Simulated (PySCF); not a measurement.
Worked example: oscillator strength and radiative lifetime

C5H4F2O, SMILES C1(OC(C1)(F)F)=C=C.

Geometry optimised at B3LYP-D3(BJ)/def2-SVP. This is a generated structure with no PubChem entry under its InChIKey; it may be hypothetical.

PySCF with TDA-PBE/def2-SVPD puts the first singlet state with f over 0.02 at 6.55 eV (vertical), with the transition dipole (0.450, 0.068, 0.000) in atomic units.

Question: Find the oscillator strength, the wavelength and the radiative lifetime that this transition would have in vacuum if emission retraced absorption.

Answer: 
|μ|² = 0.2071 au, so |μ| = 1.16 D. ΔE = 6.55/27.211 = 0.2407 hartree. f = (2/3) ΔE |μ|² = 0.033 (the program prints 0.033).
λ = 1239.84/6.55 = 189 nm; ν = 52829 cm⁻¹.
Einstein's coefficient A = 0.6670 ν² f s⁻¹ (ν in cm⁻¹) = 6.2e7 s⁻¹, so τ = 1/A = 16 ns. This state is S4; the lower singlets have f = 0.000, 0.000, 0.000. The figure is the radiative limit of this one transition; relaxation, internal conversion, crossing to triplets and a medium change what is measured.
